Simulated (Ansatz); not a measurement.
A nudged elastic band was laid between two geometries of CH6ClGaN2 (11 atoms, charge 0, multiplicity 1).

Level of theory: RKS revPBE/def2-SVP (Ansatz 0.2.0).

```yaml
movable_images: 5
climbing_image: yes
spring: 5.0 eV/Å²
optimiser: quadratic models (default)
start_path: IDPP
force_threshold: 0.05 eV/Å
iteration_limit: 60
end_points: relaxed
```

Initial state:

```xyz
11
Properties=species:S:1:pos:R:3
N -0.594 0.478 1.848
C 0.198 -0.380 0.976
N 0.532 0.134 -0.360
Ga -0.093 -0.437 -1.987
Cl 0.682 0.705 -3.681
H -0.086 1.351 2.048
H -1.459 0.762 1.367
H -0.353 -1.336 0.841
H 1.134 -0.632 1.525
H 1.194 0.918 -0.351
H -1.092 -1.619 -2.205
```

Final state:

```xyz
11
Properties=species:S:1:pos:R:3
N -0.702 0.386 0.731
C 0.439 -0.613 0.878
N 0.991 -0.795 -0.447
Ga -0.386 0.126 -1.443
Cl 0.193 2.138 -2.185
H -0.414 1.343 0.983
H -1.542 0.157 1.284
H -0.036 -1.541 1.280
H 1.178 -0.274 1.638
H 1.939 -0.412 -0.531
H -1.594 -0.574 -2.167
```

(1) Which bonds break or form, and what moves?

(2) What energy profile does the band end with?

(3) What is the geometry of the highest image?

Results:

(1) Bonds formed: N1–Ga4. The height of N1 over the plane of its neighbours goes from 0.40 to -0.35 Å.

(2) The forces met the threshold. The highest image is number 3 of 0 to 6, 0.231 eV above the first end and 0.379 eV above the last; the last end lies 0.148 eV below the first. A vibrational analysis at the climbing image gives 2 clearly imaginary modes (578i, 46i cm⁻¹): a point of higher order, so a lower path passes nearby.

```
image  path coordinate (Å)  energy (eV)  N1–Ga4 (Å)  height of N1 over the plane of its neighbours (Å)
    0                 0.00        0.000        3.97                                               0.40
    1                 0.63        0.012        3.84                                               0.40
    2                 1.26        0.040        3.71                                               0.38
    3                 1.89        0.231        3.44                                              -0.02
    4                 2.82        0.037        2.89                                              -0.38
    5                 3.75       -0.074        2.42                                              -0.37
    6                 4.68       -0.148        2.21                                              -0.35
```

(3) 
```xyz
11
Properties=species:S:1:pos:R:3:forces:R:3
N -0.669 0.368 1.502 -0.02 0.00 0.00
C 0.334 -0.489 0.935 0.00 0.00 0.00
N 0.823 -0.146 -0.415 0.00 0.00 0.01
Ga -0.250 0.040 -1.894 0.00 0.00 0.00
Cl 0.721 1.076 -3.562 0.00 0.00 0.00
H -0.436 1.289 1.863 0.01 0.00 -0.01
H -1.629 0.056 1.609 0.00 -0.01 0.00
H -0.093 -1.516 0.916 0.00 0.00 0.00
H 1.236 -0.545 1.589 0.01 0.00 0.00
H 1.714 0.360 -0.421 0.00 0.00 0.00
H -1.685 -0.549 -2.101 0.00 0.00 0.00
```

Run time: 2.3 min on 2 threads of Arm Neoverse V2 (shared host), peak memory 0.18 GiB.
